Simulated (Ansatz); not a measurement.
Relaxation of CH$_{6}$NSi$_{2}$ (10 atoms, charge 1, multiplicity 1), to a largest force component of 0.015 eV/Å in at most 40 steps.

All numbers below come from Ansatz, RHF/def2-SVP.

```xyz
10
Properties=species:S:1:pos:R:3
N 0.660 -1.158 -1.543
Si 0.162 -0.929 0.390
C -0.305 0.745 0.404
Si -0.886 1.943 1.596
H 1.443 -0.540 -1.747
H -0.122 -0.821 -2.103
H 0.902 -2.098 -1.856
H 0.469 -2.316 0.730
H -1.139 1.895 3.035
H -1.184 3.280 1.094
```

**Question.** Where does it end, and by what steps?

**Answer.** The run converged. After 18 steps the energy has fallen by 1.031 eV; H9 moved furthest, 1.40 Å.

| step | energy less start (eV) | largest force component (eV/Å) | accepted |
| --- | --- | --- | --- |
| 0 | 0.0000 | 3.123 | yes |
| 1 | -0.3299 | 1.295 | yes |
| 2 | -0.4536 | 1.038 | yes |
| 3 | -0.5153 | 0.172 | yes |
| 4 | -0.5900 | 0.397 | yes |
| 5 | -0.6716 | 0.655 | yes |
| 6 | -0.7811 | 0.684 | yes |
| 7 | -0.8857 | 0.507 | yes |
| 8 | -0.9674 | 0.295 | yes |
| 9 | -1.0077 | 0.116 | yes |
| 10 | -1.0182 | 0.175 | yes |
| 11 | -1.0273 | 0.116 | yes |
| 12 | -1.0191 | 0.411 | no |
| 13 | -1.0295 | 0.030 | yes |
| 14 | -1.0280 | 0.237 | no |
| 15 | -1.0301 | 0.062 | yes |
| 16 | -1.0305 | 0.057 | yes |
| 17 | -1.0307 | 0.032 | yes |
| 18 | -1.0308 | 0.004 | yes |

```xyz
10
Properties=species:S:1:pos:R:3
N 0.793 -1.090 -1.473
Si -0.303 -0.965 0.091
C -0.401 0.530 0.740
Si -0.702 1.932 1.637
H 1.180 -0.170 -1.660
H 0.284 -1.379 -2.302
H 1.572 -1.733 -1.373
H -0.770 -2.336 0.263
H 0.154 2.364 2.746
H -1.807 2.846 1.332
```

Whether the end is a true minimum wasn't checked by a vibrational analysis.

The run took 98 s on 1 thread of Intel(R) Xeon(R) Processor @ 2.50GHz (Skylake/Cascade Lake), with other jobs on the host, peak memory 0.18 GiB.
